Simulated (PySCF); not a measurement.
**Shifts of the heteroatoms**

Cartesian coordinates in Å; atom numbers follow the order of the lines, from 1:
```xyz
14

C     2.1150    0.0215    0.1663
C     0.6301   -0.0785    0.0740
C    -0.1296   -1.1495    0.3451
Si   -1.9490   -0.7468    0.0700
C    -1.4669    1.0009   -0.4351
C    -0.1402    1.0924   -0.3534
F     0.5480    2.2189   -0.6442
H     2.5322    0.2825   -0.8065
H     2.3939    0.8131    0.8625
H     2.5478   -0.9181    0.5001
H     0.3052   -2.0801    0.6697
H    -2.7500   -0.7784    1.2933
H    -2.5552   -1.5063   -1.0227
H    -2.0820    1.8278   -0.7412
```

PySCF 2.14.0 with density-fitted response routines calculation with shieldings: GIAO PBE0/pcSseg-1 and GFN2-xTB structure; one conformer, one averaged value for each set of equivalent atoms, isolated molecule, relativity neglected.

Task: Where does ¹⁹F resonate?

Result: 
| atoms | environment | σ (ppm) | δ (ppm) |
| --- | --- | --- | --- |
| F7 | vinylic fluorine | 260.1 | -88.7 |

Shieldings were converted by a linear fit to measured shifts: ¹⁹F (scatter 6.0 ppm rms, 7.0 ppm with the 5 outliers that the fit left out vs CFCl3, solution or neat liquid, with a term for F on sp3 carbon). Occasional misses reach two or three times the rms, and more in compound classes unlike the fitted ones.

On a 300 MHz spectrometer ¹⁹F resonates near 282.3 MHz, so 1 ppm is 282.3 Hz.

Task: Where does ²⁹Si resonate?

Result: 
```json
{"atoms": "Si4", "environment": "silicon bonded to 2 C, 2 H, in a 5-membered ring", "σ (ppm)": "403.2", "δ (ppm)": "-51.4"}
```

Shieldings were converted by a linear fit to measured shifts: ²⁹Si (scatter 8.9 ppm rms, 25.8 ppm with the 6 outliers that the fit left out vs TMS, solution or neat liquid). A few per cent of atoms miss by over 2 rms, more outside the fitted compound classes.

On a 300 MHz spectrometer ²⁹Si resonates near 59.6 MHz, so 1 ppm is 59.6 Hz.
